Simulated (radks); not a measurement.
Results of a calculation; reference values are marked as such.
Initial-state core-level shifts of the gold ion Au+ when its valence configuration changes from [Xe] 4f14 5d10. Code: a radial shooting solver on a logarithmic mesh with Libxc functionals. Model: scalar-relativistic Kohn-Sham, PBE, spin-polarised, spherical densities, finite nucleus; open shells are filled with parallel spins first (spin-orbit coupling, left out, can overturn this in heavy ions); Fermi nuclear charge, rms radius 5.4371 fm. Shifts are changes of the shell-averaged eigenvalues in eV (positive: less bound); the change of the density at the nucleus, which sets a Mossbauer isomer shift, is in e/bohr^3, on a base of 2.302e+06.

valence	2s	2p	3p	4p	density at nucleus
4f14 5d9 6p1	-5.157	-5.153	-5.134	-5.118	+9.3
4f14 5d9 6s1	-3.397	-3.394	-3.360	-3.336	+178.0
4f13 5d10 6p1	-18.780	-18.610	-20.699	-17.814	+152.3
4f13 5d10 6s0.5 6p0.5	-17.889	-17.719	-19.800	-16.912	+239.0
4f13 5d9 6s2	-20.911	-20.738	-22.756	-19.817	+534.2
4f13 5d10 6s1	-16.972	-16.803	-18.876	-15.984	+322.9
4f14 5d9.5 6s0.5	-1.673	-1.672	-1.656	-1.646	+84.9
4f13.5 5d9.5 6s1	-10.123	-10.038	-11.043	-9.630	+249.7
4f14 5d9 6s0.5 6p0.5	-4.289	-4.285	-4.258	-4.239	+95.0
